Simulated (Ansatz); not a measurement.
Consider the formal exchange of groups at the Se–Ge bond: `[CH3][Ge]([CH3])([Cl])[SeH]` + `[NH2][AlH2]` → `[NH2][AlH][SeH]` + `[CH3][GeH]([CH3])[Cl]`.

Gas-phase electronic energies from Ansatz, PBE0-D4/def2-TZVP geometries. CCSD(T)/CBS is the MP2 limit (def2-TZVPP, def2-QZVPP) plus CCSD(T) − MP2 in def2-TZVPP, frozen cores. This one scheme is used for every species. Functionals use def2-TZVPP. For Ge, Se outer-core shells are correlated without core-valence functions, which leaves a few kJ/mol of doubt a bond. Scalar relativity is left out up to krypton. One conformer a species, not always the lowest.

`[CH3][Ge]([CH3])([Cl])[SeH]`:

Z-matrix (Å, degrees):
```
C
Ge 1 1.941
H 1 1.091 2 109.4
H 1 1.091 2 109.7 3 120.4
H 1 1.090 2 109.8 3 -119.5
C 2 1.941 1 115.6 3 -58.4
Cl 2 2.174 1 105.8 3 59.8
Se 2 2.354 1 111.4 3 178.7
H 6 1.091 2 109.3 1 58.4
H 6 1.090 2 109.9 1 177.9
H 6 1.091 2 110.0 1 -61.7
H 8 1.468 2 92.6 1 -45.8
```

`[NH2][AlH2]`:

Cartesian coordinates in Å:
```
N -0.302 -0.247 0.853
Al 0.267 0.218 -0.753
H 0.295 -0.492 1.627
H -1.269 -0.304 1.127
H 1.830 0.253 -1.004
H -0.820 0.572 -1.850
```

`[NH2][AlH][SeH]`:

Z-matrix (Å, degrees):
```
N
Al 1 1.762
H 1 1.007 2 123.9
H 1 1.007 2 125.8 3 -180.0
Se 2 2.323 1 117.5 3 179.9
H 2 1.577 1 120.7 3 -0.1
H 5 1.469 2 90.6 1 179.7
```

`[CH3][GeH]([CH3])[Cl]`:

Cartesian coordinates in Å:
```
C 1.367 -0.217 -0.930
Ge -0.477 -0.372 -0.339
C -0.899 0.774 1.171
Cl -0.745 -2.420 0.337
H 2.040 -0.424 -0.098
H 1.558 0.794 -1.298
H 1.566 -0.928 -1.731
H -1.473 -0.190 -1.499
H -0.216 0.565 1.996
H -0.798 1.823 0.885
H -1.921 0.595 1.505
```

```json
{"level": "BLYP-D4", "ΔE (kcal/mol)": "-10.2"}
{"level": "CCSD(T)/def2-SVP", "ΔE (kcal/mol)": "-12.8"}
```

**Question.** What does CCSD(T)/CBS give? (Best estimate.)

**Answer.** Ansatz gave: -13.1 kcal/mol. The listed levels differ from it by 2.9, 0.3 kcal/mol.

Largest T1 diagnostic among the species: 0.011.

In def2-TZVPP, CCSD(T) changes the Hartree–Fock value by +2.1 kcal/mol (the triples alone add +0.5 kcal/mol) and MP2 by +2.6 kcal/mol. Leaving LDA and LC-ωPBE aside and taking each functional with its dispersion term where it has one, the values, not all of them listed here, spread over 3.3 kcal/mol, from r2SCAN0-D4 to BLYP-D4.
